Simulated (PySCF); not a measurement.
An element was calculated at PBE0 (PySCF 2.14, spin-free X2C, a double-zeta basis, no spin-orbit coupling), in the ground configurations that NIST lists.

| Item | Value |
| --- | --- |
| first ionisation energy | 5.862 eV |
| second ionisation energy | 11.630 eV |
| third ionisation energy | 22.728 eV |

Which element is it?

Dysprosium (Dy, Z = 66), in cc-pVDZ-X2C. NIST lists 5.939, 11.647 ± 0.02, 22.89 ± 0.03 eV for these ionisation energies.
